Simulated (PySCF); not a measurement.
PySCF input for Cl₂H₄OSi₂, SMILES Cl[SiH](Cl)O[SiH3], ωB97X-D3(BJ)/def2-SVP. 

```python
import numpy as np
from pyscf import gto, scf, dft
import os
os.environ['JAX_PLATFORMS'] = 'cpu'
from ase import Atoms, units
from ase.calculators.calculator import Calculator, all_changes
from sella import Sella

mol = gto.M(
    atom='''
    Si   -2.36543664   -0.75956110    0.49761841
    O    -0.84404231   -0.21163340    0.73909229
    Si    0.65539685    0.25856519    0.41287613
    Cl    0.58992157    1.86993986   -0.77289828
    Cl    1.62378286   -1.23408407   -0.50420251
    H    -2.24505946   -2.08410581   -0.10494161
    H    -3.02193063    0.19431355   -0.39153968
    H    -2.91550717   -0.77743802    1.84770725
    H     1.24241734    0.56469200    1.69982557
    ''',
    basis='def2-SVP',
    charge=0,
    spin=0,
    max_memory=1600,
    verbose=3,
)
mf = dft.RKS(mol, xc='wb97x-d3bj').density_fit(auxbasis='def2-universal-jkfit')
mf.grids.level = 3
mf.conv_tol = 1e-9
mf.max_cycle = 100
mf.kernel()
grad = mf.nuc_grad_method()
grad.grid_response = mol.nao <= 150
scan = grad.as_scanner()
scan.verbose = scan.base.verbose = 0
class SCF(Calculator):
    implemented_properties = ['energy', 'forces']
    def calculate(self, atoms=None, properties=None, system_changes=all_changes):
        super().calculate(atoms, properties, system_changes)
        e, g = scan(mol.set_geom_(self.atoms.positions, unit='Angstrom', inplace=False))
        assert scan.converged
        self.results = {'energy': float(e) * units.Hartree, 'forces': -np.asarray(g) * units.Hartree / units.Bohr}
atoms = Atoms(mol.elements, mol.atom_coords(unit='Angstrom'), calculator=SCF())
conv = Sella(atoms, order=0, internal=True, allow_fragments=True).run(fmax=0.002, steps=150)
mol_eq = mol.set_geom_(atoms.positions, unit='Angstrom', inplace=False)
print(mol_eq.tostring(format='xyz'))
mf.reset(mol_eq)
mf.verbose = 3
mf.kernel()
```

Program output:

```
converged SCF energy = -1576.73520363442
     Step          Energy         fmax         cmax       rtrust          rho
Sella   0   -42905.150284       1.0964       0.0000       0.1000       1.0000
Sella   1   -42905.298310       1.0964       0.0000       0.1000       1.4010
Sella   2   -42905.339679       0.7721       0.0000       0.1000       1.1538
Sella   3   -42905.343917       0.3721       0.0000       0.1000       1.4141
Sella   4   -42905.346600       0.1419       0.0000       0.1000       1.3785
Sella   5   -42905.348893       0.1308       0.0000       0.1000       1.6099
Sella   6   -42905.355884       0.2551       0.0000       0.1000       1.5285
Sella   7   -42905.363401       0.4327       0.0000       0.1000       1.1876
Sella   8   -42905.366970       0.3176       0.0000       0.1000       0.9282
Sella   9   -42905.367547       0.0945       0.0000       0.1000       1.0672
Sella  10   -42905.367873       0.0834       0.0000       0.1000       1.4016
Sella  11   -42905.368014       0.0329       0.0000       0.1000       1.2526
Sella  12   -42905.368097       0.0058       0.0000       0.1000       1.8629
Sella  13   -42905.369393       0.0221       0.0000       0.1000       1.2804
Sella  14   -42905.371827       0.0578       0.0000       0.1000       0.8940
Sella  15   -42905.373871       0.0290       0.0000       0.1000       0.8445
Sella  16   -42905.374329       0.0320       0.0000       0.1000       0.3950
Sella  17   -42905.374539       0.0314       0.0000       0.1000       0.7874
Sella  18   -42905.374575       0.0220       0.0000       0.1000       1.5413
Sella  19   -42905.374602       0.0155       0.0000       0.1000       1.1789
Sella  20   -42905.374608       0.0032       0.0000       0.1000       1.5466
Sella  21   -42905.374619       0.0033       0.0000       0.1000       1.5021
Sella  22   -42905.374633       0.0087       0.0000       0.1000       1.3731
Sella  23   -42905.374641       0.0076       0.0000       0.1000       1.2763
Sella  24   -42905.374643       0.0059       0.0000       0.1000       1.1933
Sella  25   -42905.374644       0.0030       0.0000       0.1000       1.3225
9
XYZ from PySCF
Si         -2.31129868       -0.64586482        0.51495450
O          -0.82758883       -0.14884692        1.12141878
Si          0.63709557        0.21284569        0.49946372
Cl          0.36918967        1.30820139       -1.21632722
Cl          1.61943671       -1.51166014       -0.00702839
H          -2.09302155       -1.48665760       -0.69421592
H          -3.12290685        0.54901898        0.16220407
H          -2.98964587       -1.43277181        1.57565561
H           1.43828223        0.97642344        1.46741243
converged SCF energy = -1576.74344869751
```

The calculation finished and met its thresholds.
